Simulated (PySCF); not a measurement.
O2W, SMILES [O]=[W]=[O], multiplicity 1.

The structure is a stationary point at PBE0-D3(BJ)/def2-TZVP. The spin state was assumed, not searched. The def2 effective core potentials stand for the cores of W; spin–orbit coupling is left out.

The numbers are results of TDDFT-PBE/def2-TZVPD (PySCF), not measurements.

Vertical excitations. Gas-phase values at a fixed geometry. State labels are in the subgroup C2v.

| state | symmetry | energy (eV) | λ (nm) | f | main pairs |
|---|---|---|---|---|---|
| S1 | B1 | 1.64 | 757 | 0.015 | HOMO→LUMO 103 % |
| S2 | A1 | 1.96 | 633 | 0.030 | HOMO→LUMO+1 101 % |
| S3 | A2 | 2.89 | 428 | 0.000 | HOMO→LUMO+2 100 % |
| S4 | A2 | 3.73 | 332 | 0.000 | HOMO−1→LUMO 100 % |
| S5 | B2 | 3.97 | 312 | 0.065 | HOMO→LUMO+3 98 % |
| S6 | B2 | 4.21 | 294 | 0.014 | HOMO−1→LUMO+1 96 % |
| S7 | A1 | 4.88 | 254 | 0.114 | HOMO→LUMO+4 96 % |
| S8 | B1 | 5.29 | 234 | 0.009 | HOMO−2→LUMO 69 %, HOMO−1→LUMO+2 28 % |
| S9 | B1 | 5.37 | 231 | 0.001 | HOMO−1→LUMO+2 66 %, HOMO−2→LUMO 29 % |
| S10 | B1 | 5.48 | 226 | 0.301 | HOMO→LUMO+5 78 %, HOMO−3→LUMO+1 16 % |
| T1 | B1 | 0.46 | 2724 | 0 | HOMO→LUMO 100 % |
| T2 | A1 | 0.96 | 1290 | 0 | HOMO→LUMO+1 100 % |
| T3 | A2 | 2.22 | 558 | 0 | HOMO→LUMO+2 100 % |
| T4 | B2 | 3.47 | 358 | 0 | HOMO→LUMO+3 99 % |
Triplets are in the Tamm–Dancoff approximation, which puts them higher than full response would, so one can lie above its singlet here.
